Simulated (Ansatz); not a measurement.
Reactions of `CC[O][Ge]([CH3])([O]CC)[O]CC`.

Gas-phase electronic energies from Ansatz, PBE0-D4/def2-TZVP geometries. CCSD(T)/CBS is the MP2 limit (def2-TZVPP, def2-QZVPP) plus CCSD(T) − MP2 in def2-TZVPP, frozen cores. This one scheme is used for every species, atoms too. Functionals use def2-TZVPP. No spin–orbit coupling; open shells (•) take unrestricted orbitals. Spin–orbit coupling would lower the free atoms: a little for C, O; clearly for Ge. Bonds to Ge are less sure, by a few kJ/mol each and by 10 to 20 or more in all where they break to atoms, as the def2 sets lack core-valence functions. Scalar relativity is left out up to krypton. Each species was taken in one conformer, which may not be the lowest.

```csv
reaction,CCSD(T)/CBS(def2) (kJ/mol)
`CC[O][Ge]([CH3])([O]CC)[O]CC` → 7 C• + Ge• + 18 H• + 3 O•,11395
`CC[O][Ge]([CH3])([O]CC)[O]CC` + HCl → `CC[O][Ge]([Cl])([O]CC)[O]CC` + CH₄,-82
`CC[O][Ge]([CH3])([O]CC)[O]CC` + `[F][GeH]([F])[GeH3]` → `CC[O][Ge]([F])([O]CC)[O]CC` + `[CH3][GeH]([F])[GeH3]`,?
`CC[O][Ge]([CH3])([O]CC)[O]CC` + H–F → `CC[O][Ge]([F])([O]CC)[O]CC` + CH₄,-67
```

Fill in the missing values. (Estimate.)

Ansatz gave: `CC[O][Ge]([CH3])([O]CC)[O]CC` + `[F][GeH]([F])[GeH3]` → `CC[O][Ge]([F])([O]CC)[O]CC` + `[CH3][GeH]([F])[GeH3]`: +5.5 kJ/mol.

Largest T1 diagnostic: 0.012, for `[F][GeH]([F])[GeH3]`.
